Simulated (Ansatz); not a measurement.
Conformers of `FB(S)O[SiH3]`, each relaxed with PBE0-D4/def2-TZVP in Ansatz. CBS adds the triple-zeta coupled-cluster correction to the MP2 limit.

Not all of them had a frequency check.

Conformer A:

Cartesian coordinates in Å:
```
F 2.325 -0.372 -0.855
B 1.048 -0.436 -0.495
S 0.102 -1.955 -0.823
O 0.499 0.633 0.103
Si -0.964 1.081 0.730
H 1.127 -2.604 -1.395
H -0.767 1.400 2.162
H -1.943 -0.026 0.580
H -1.427 2.279 -0.007
```

Conformer B:

```xyz
9

F     0.732   -1.509   -0.733
B    -0.078   -1.066    0.229
S    -0.868   -2.236    1.363
O    -0.321    0.247    0.373
Si    0.125    1.662   -0.361
H    -0.319   -3.327    0.808
H     1.052    1.401   -1.488
H    -1.108    2.320   -0.852
H     0.784    2.508    0.661
```

(1) Which is lowest in electronic energy at CCSD(T)/CBS (frozen core, def2 sets), and by how much? (Best estimate.)

(2) Give the energies relative to A (kJ/mol) with PBE/def2-TZVPP, r2SCAN/def2-TZVPP, MP2/def2-TZVPP, SCS-MP2/def2-TZVPP, CCSD(T)/def2-TZVPP, HF/def2-QZVPP, CCSD/CBS(def2). (An estimate is asked.)

## Answers

(1) Computed: A; B lies 0.8 kJ/mol higher. Gaps under about 2 kJ/mol don't settle the order.

(2) Ansatz gave: 
| level | B |
| --- | --- |
| PBE/def2-TZVPP | -0.1 |
| r2SCAN/def2-TZVPP | 0.7 |
| MP2/def2-TZVPP | 0.8 |
| SCS-MP2/def2-TZVPP | 0.0 |
| CCSD(T)/def2-TZVPP | 0.3 |
| HF/def2-QZVPP | -2.4 |
| CCSD/CBS(def2) | 0.3 |
